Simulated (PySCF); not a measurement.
# Electronic structure of Ga (gallium, neutral) at the UHF level

Configuration: [Ar] 3d10 4s2 4p1, 2P determinant. Computed with PySCF 2.14 in def2-SVP, with no relativity, point nucleus.

| Item | Value |
| --- | --- |
| Total energy | -1922.974135 hartree |
| One-electron energy | -2684.4790 hartree |
| Hartree (Coulomb) energy | 835.0246 hartree |
| Exchange energy | -73.5197 hartree |
| Kinetic energy | 1922.91448 hartree |
| ⟨S²⟩ | 0.7593 |
| ⟨L²⟩ | 2.027 |
| Sum of ⟨r⟩ | 23.34 bohr |
| Sum of ⟨r²⟩ | 40.19 bohr² |
| Traceless quadrupole moment −½Σ⟨3z² − r²⟩ along its main axis | -5.25 e·bohr² |
| Density at the nucleus (Gaussians lack the cusp) | 19200 bohr⁻³ |
| Spin density at the nucleus | -0.221 bohr⁻³ |
| Langevin diamagnetic susceptibility | -31.8 ×10⁻⁶ cm³/mol |
| Time after the integrals | 0.11 s of wall time on 1 thread of Neoverse-V1 (shared host) |

```csv
shell,electrons,mean orbital energy (hartree),spread (hartree),"rms radius, mean of both spins (bohr)"
1s α,1,-378.78260,0,0.0572
1s β,1,-378.78146,0,0.0572
2s β,1,-48.15342,0,0.240
2s α,1,-48.15305,0,0.240
2p α,3,-42.49152,0.00008,0.212
2p β,3,-42.49100,0.00253,0.212
3s α,1,-6.39300,0,0.710
3s β,1,-6.39194,0,0.710
3p α,3,-4.48357,0.00115,0.742
3p β,3,-4.48150,0.01068,0.742
3d α,5,-1.19150,0.00765,0.895
3d β,5,-1.19087,0.01072,0.895
4s α,1,-0.45380,0,2.69
4s β,1,-0.39121,0,2.69
4p α,1,-0.21420,0,3.60
```
